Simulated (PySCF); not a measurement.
B(Cl)2(nBu), SMILES CCCCB(Cl)Cl (C₄H₉BCl₂), GFN2-xTB optimised geometry.

```
16

B     -2.29     0.40     0.00
Cl    -3.20    -1.06     0.01
Cl    -3.15     1.89     0.00
C     -0.70     0.40     0.00
C     -0.04    -0.98    -0.13
C      1.49    -0.90    -0.18
C      2.11    -0.46     1.14
H     -0.33     1.04    -0.80
H     -0.35     0.87     0.92
H     -0.34    -1.61     0.70
H     -0.39    -1.46    -1.05
H      1.88    -1.89    -0.43
H      1.80    -0.21    -0.97
H      1.79    -1.12     1.95
H      1.83     0.56     1.39
H      3.20    -0.51     1.08
```

Density from PySCF with B3LYP/def2-TZVP at that geometry.

Minimum of the electron density along straight lines between bonded atoms, close to the bond critical point (lines longer than 1.1 times the sum of covalent radii, or with two minima, are not listed):

```
bond    length / Å  ρ at the minimum / e bohr⁻³  ∇²ρ there / e bohr⁻⁵  position (fraction from the first atom)
------  ----------  ---------------------------  --------------------  ---------------------------------------
B1–Cl2       1.716                        0.162                  0.02                                     0.30
B1–Cl3       1.724                        0.160                  0.01                                     0.30
B1–C4        1.586                        0.194                 -0.49                                     0.34
C4–C5        1.534                        0.242                 -0.59                                     0.51
C5–C6        1.529                        0.248                 -0.62                                     0.50
C6–C7        1.524                        0.248                 -0.62                                     0.50
C4–H8        1.095                        0.273                 -0.91                                     0.64
C4–H9        1.094                        0.273                 -0.91                                     0.64
C5–H10       1.091                        0.281                 -0.97                                     0.64
C5–H11       1.092                        0.281                 -0.97                                     0.64
C6–H12       1.092                        0.281                 -0.96                                     0.64
C6–H13       1.092                        0.280                 -0.96                                     0.63
C7–H14       1.088                        0.280                 -0.96                                     0.64
C7–H15       1.087                        0.281                 -0.97                                     0.64
C7–H16       1.087                        0.281                 -0.97                                     0.64
```
